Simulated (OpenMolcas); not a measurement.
## Te4+: effect of correlating more closed shells

* Program: OpenMolcas
* Basis: ANO-R2 [7s6p4d2f1g]
* Scalar Hamiltonian: X2C, finite nucleus
* Active space: 2 electrons in 9 orbitals (RAS2 5s 5p; RAS3 5d, at most 2 electrons)
* State averaging: 2S+1 = 3 even, 3 roots; 2S+1 = 1 even, 7 roots; 2S+1 = 3 odd, 3 roots; 2S+1 = 1 odd, 3 roots
* Spin-orbit coupling: RASSI with atomic mean-field integrals over the reference wave functions, term energies averaged over their components

Methods on the same reference wave functions:
A. RASSCF
B. MS-RASPT2, IPEA 0.25 Eh, imaginary shift 0.1 Eh (closed shells correlated: 4d)
C. MS-RASPT2, IPEA 0.25 Eh, imaginary shift 0.1 Eh (closed shells correlated: 4s 4p 4d)

Energies in cm⁻¹ above 5s² ¹S₀, the measured ground level; measured values from Moore, Atomic Energy Levels, vol. III, NSRDS-NBS 35 (1971 reprint of NBS Circular 467, 1958).

| Level | A | B | C | Measured |
| --- | --- | --- | --- | --- |
| 5s² ¹S₀ | 0.0 | 0.0 | 0.0 | 0.0 |
| 5s 5p ³P°₀ | 69575 | 75830 | 76050 |  |
| 5s 5p ³P°₁ | 72293 | 78430 | 78640 |  |
| 5s 5p ³P°₂ | 79017 | 85270 | 85490 |  |
| 5s 5p ¹P°₁ | 113022 | 110200 | 110320 | 111707 |
| 5p² ³P₀ | 172715 | 176640 | 177330 | 176248 |
| 5p² ¹D₂ [65 %] | 175238 | 182670 | 183260 | 182797 |
| 5p² ³P₁ | 177551 | 181740 | 182450 | 182419 |

Deviations, from unrounded energies. A percentage is the sum of absolute deviations over the sum of measured energies, with the sign that they share, or ± where signs differ.

| Against measurement | Levels | A | B | C |
| --- | --- | --- | --- | --- |
| mean absolute deviation (cm-1) | 4 | 4300 | 680 | 740 |
| other configurations (%) | 4 | ±2.6 | ±0.4 | ±0.5 |

B lies closest to measurement on these levels and A furthest from it. The largest miss of B in the table is 5s 5p ¹P°₁, by -1500 cm-1. The ranking rests on the paired levels alone, and a cruder setting can come out closer through cancelling errors.

Between B and C the level of the table that moves most is 5p² ³P₁, by 710 cm-1 (lowest in B, highest in C). Moves below CASPT2's spread within the term are not significant.

The lowest spin-free term lies below A's lowest term by 0.436 hartree in B, 0.625 hartree in C.

What an inner shell adds also hangs on whether the basis holds functions to correlate it.

Active for correlation alone: 5d; no level in the range computed is led by a configuration that fills it, so any true level of that kind is missing. Some terms mix strongly with configurations of 5d, whose occupation reaches 0.23 (5p² ¹D) (holds for A). Measured partners are found by configuration, term and J. A level has none where our copy of the source lacks it or the pairing is in doubt (some pairs that miss far off the trend of their configuration count as doubtful), and it then counts in no deviation. Levels of configurations outside the active space are missing. The table leaves out levels that lie high or whose names do not pair safely across all columns.

A share in square brackets marks a mixed level and gives the weight of the term that names it, the lowest over the columns. ° marks odd parity.
